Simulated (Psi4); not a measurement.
Complex: H2O (SMILES O) (first 3 atoms) with ClH3Si (SMILES [SiH3]Cl); geometry from B3LYP-D3(BJ)/def2-TZVP, rigid monomers moved along the line of their centres of mass till O1···Si4 is 2.92 Å.
(charge 0, multiplicity 1):
```json
[
 {"atom": "O", "x (Å)": "0.1941", "y (Å)": "-0.2430", "z (Å)": "-0.1529"},
 {"atom": "H", "x (Å)": "1.1184", "y (Å)": "-0.3253", "z (Å)": "-0.4101"},
 {"atom": "H", "x (Å)": "0.1356", "y (Å)": "0.5998", "z (Å)": "0.3130"},
 {"atom": "Si", "x (Å)": "-0.2306", "y (Å)": "-1.0852", "z (Å)": "2.6135"},
 {"atom": "Cl", "x (Å)": "0.0473", "y (Å)": "0.9794", "z (Å)": "2.5948"},
 {"atom": "H", "x (Å)": "-0.4595", "y (Å)": "-1.4568", "z (Å)": "4.0251"},
 {"atom": "H", "x (Å)": "0.9965", "y (Å)": "-1.7288", "z (Å)": "2.1148"},
 {"atom": "H", "x (Å)": "-1.4081", "y (Å)": "-1.4130", "z (Å)": "1.7954"}
]
```

These are SAPT0/jun-cc-pV(D+d)Z (Psi4) values and carry that method's errors.

### Question
Which attractive term is largest, and how does the interaction split up?

### Answer
electrostatics -453.8, exchange 674.7, induction -119.4, dispersion -129.0, total -27.5 meV; the largest attraction is electrostatics.
